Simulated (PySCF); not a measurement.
## Static response to an electric field

Compound: SiEt3I, C6H15ISi.
Cartesian coordinates in Å at the PBE0-D3(BJ)/def2-SVP level; atoms count from 1:
```xyz
23
C6H15ISi angstrom
Si    -0.1156   -0.2027   -0.0810
C      0.0788   -0.3843    1.7813
C     -1.2205   -0.4854    2.5728
H      0.6722    0.4887    2.1132
H      0.7144   -1.2671    1.9656
H     -1.0301   -0.6090    3.6502
H     -1.8429    0.4152    2.4523
H     -1.8219   -1.3465    2.2410
C      1.5515   -0.0853   -0.9452
C      2.5304   -1.2166   -0.6505
H      1.9809    0.8910   -0.6499
H      1.3591   -0.0130   -2.0292
H      3.4761   -1.0871   -1.1994
H      2.7790   -1.2734    0.4209
H      2.1087   -2.1915   -0.9412
C     -1.2268    1.2504   -0.5220
C     -1.4426    1.4884   -2.0125
H     -0.7695    2.1386   -0.0460
H     -2.1924    1.0987   -0.0105
H     -2.1152    2.3411   -2.1937
H     -0.4960    1.7025   -2.5333
H     -1.8894    0.6050   -2.4948
I     -1.2308   -2.2680   -0.9100
```

Level: CAM-B3LYP/def2-SVPD (PySCF), static field, nuclei fixed, core orbitals frozen in the response. The polarisability tensor in these axes (au):

```
x   132.10   2.67   1.02
y     2.67 135.66   1.97
z     1.02   1.97 131.47
```

Give the principal values, the mean and the anisotropy Δα = √{½[(α1 − α2)² + (α2 − α3)² + (α1 − α3)²]}.

Principal values 130.66, 130.71 and 137.85 au; mean 133.08 au = 19.72 Å³ = 21.94 × 10⁻⁴⁰ C²·m²/J; Δα = 7.17 au (5 % of the mean).

What is the dipole moment, and where does it point?

(1.20, 2.22, 0.89) D, 2.68 D in size, pointing from the negative to the positive side. Measured along this direction, the outermost atoms are I23 at the negative end and H18, H4 and H11 at the positive end.

Find the Langevin capture rate constant for H3+ (3.023 u) meeting this molecule (241.999 u), k = 2.342 × 10⁻⁹ cm³/s × √(α in Å³ / reduced mass in u).

The reduced mass is 2.99 u, so k = 6.02 × 10⁻⁹ cm³/s. The formula leaves out the permanent dipole, which adds to the capture rate.

What would n − 1 = 2πNα be for an ideal gas of these molecules at 400 K and 1 atm, electronic part alone?

N = p/kT = 1.8347 × 10¹⁹ cm⁻³, so n − 1 = 2π × N × 19.72 × 10⁻²⁴ cm³ = 2273 × 10⁻⁶ at long wavelengths, for an ideal gas.

What depolarisation ratio follows for Rayleigh scattering of linearly polarised light, taking the static tensor?

ρ = 3Δα²/(45ᾱ² + 4Δα²) = 154.2/(796907 + 205.6) = 0.000193.

Form Σ f/ω² (atomic units) for the 10 lowest TDDFT singlets, given as eV and f, and set it beside the mean polarisability, which is this sum over all singlets: 5.98, 0.0199; 5.98, 0.0200; 7.06, 0.0833; 7.06, 0.0833; 7.50, 0.0034; 7.50, 0.0033; 7.55, 0.0125; 7.58, 0.1256; 7.67, 0.0006; 7.68, 0.0006.

They add up to 5.19 au, 3.9 % of the 133.08 au; the largest single term is 1.62 au, from the state at 7.58 eV. Terms in order: 0.41, 0.41, 1.24, 1.24, 0.04, 0.04, 0.16, 1.62, 0.01, 0.01 au. Higher excitations give the rest. The strengths listed sum to 0.352.

Estimate the molar refractivity from the static electronic polarisability.

Lorentz–Lorenz: R = (4π/3)N_A α = 2.5225 cm³/(mol·Å³) × 19.72 Å³ = 49.7 cm³/mol, in the limit of long wavelengths.

Geometry: PBE0-D3(BJ)/def2-SVP, one conformer, isolated molecule. Atoms past krypton carry effective core potentials; spin–orbit coupling is left out.

These values come from a run that also computed excited states. Time: 8.2 min wall, 7.1 min CPU (grids of density and orbitals included); peak memory 1.8 GiB. Hardware: an AMD EPYC with one thread, no GPU, shared host with 64 logical CPUs at a one-minute load of 58.
